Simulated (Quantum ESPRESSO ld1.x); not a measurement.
Values are calculated unless marked as measured or tabulated.
Question: Radial electron density D(r) = 4 pi r^2 rho(r) of an atom or ion with 5 electrons. Code: ld1.x of Quantum ESPRESSO 7.5. Model: non-relativistic Kohn-Sham, PBE, spin-unpolarised, spherical densities, point nucleus.

r (bohr),D(r) (e/bohr)
0.009841,0.4722
0.01101,0.5785
0.01231,0.7069
0.01377,0.8614
0.0154,1.046
0.01723,1.267
0.01927,1.527
0.02173,1.858
0.0243,2.219
0.02718,2.635
0.0304,3.111
0.03401,3.648
0.03804,4.244
0.04254,4.897
0.04759,5.596
0.05365,6.379
0.06001,7.120
0.06712,7.842
0.07508,8.509
0.08398,9.079
0.09393,9.509
0.1051,9.754
0.1175,9.776
0.1325,9.523
0.1482,9.020
0.1658,8.278
0.1854,7.343
0.2074,6.286
0.232,5.203
0.2594,4.194
0.2902,3.357
0.3272,2.733
0.366,2.440
0.4093,2.414
0.4578,2.598
0.5121,2.891
0.5728,3.179
0.6407,3.355
0.7166,3.342
0.808,3.095
0.9037,2.680
1.011,2.162
1.131,1.631
1.265,1.164
1.414,0.8034
1.582,0.5561
1.77,0.4006
1.995,0.2984
2.232,0.2321
2.496,0.1762
2.792,0.1254
3.123,0.08121
3.493,0.04682
3.907,0.02354
4.37,0.01012
4.927,0.003367
5.511,0.0009834
6.164,0.0002309

What is the nuclear charge?

Answer: Z = 9. The innermost maximum, from 1s, lies near 1/Z = 0.111 bohr (found: 0.112), and its height grows with Z. The density is that of the fluorine ion F4+ in [He] 2s2 2p0.5 3d0.5; the configuration itself is not fixed sharply by these data. D(r) has 2 maxima, at r = 0.112, 0.672 bohr, and minima at 0.390 bohr, inside which lie 2.11 electrons.
